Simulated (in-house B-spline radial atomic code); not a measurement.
What moves the levels of neutral arsenic ([Ar] 3d10 4s2 4p3)? Level of theory: Dirac-Hartree-Fock, average of configuration, Fermi nucleus of rms radius 4.0968 fm; calculated with an all-electron radial atomic-structure program (B-spline basis).

Baseline run (computed): total energy -2259.4419 hartree, 1s1/2 at -439.2183 hartree, 4p3/2 at -8.8582 eV with <r> = 2.57 bohr.

Scaling the speed of light c (a factor of 100 is close to the non-relativistic limit):

```csv
c/c0,ΔE (hartree),4p3/2 level (eV),4p3/2 <r> (bohr)
0.95,-2.8192,-8.84431,2.571
0.98,-1.0739,-8.85292,2.57
1.02,1.009,-8.86321,2.569
2,19.094,-8.95276,2.563
100,25.277,-8.98321,2.561
```

Changing the nucleus:

```json
{"nucleus": "Gaussian nucleus of rms radius 4.0968 fm", "ΔE (eV)": "-0.000561"}
{"nucleus": "uniform spherical nucleus of rms radius 4.0968 fm", "ΔE (eV)": "0.000309"}
{"nucleus": "Gaussian nucleus of rms radius 0.01 fm", "ΔE (eV)": "-0.407"}
{"nucleus": "Fermi nucleus of rms radius 4.0149 fm", "ΔE (eV)": "-0.0156"}
{"nucleus": "Fermi nucleus of rms radius 4.1787 fm", "ΔE (eV)": "0.0159"}
```

A larger nucleus binds the electrons less, roughly as the density at the nucleus times the change of the nuclear <r²>. At equal rms radius the shape enters only through higher moments. A radius of 0.01 fm is nearly a point.

Question: The nuclear charge is raised by 0.1. What does the Hellmann-Feynman theorem predict for the energy, and what is found?

Answer: dE/dZ ≈ -Σ<1/r>, which is -165.382 at the start and -166.063 at the end; their mean times 0.1 is -16.572 hartree, and the two runs differ by -16.572 hartree.
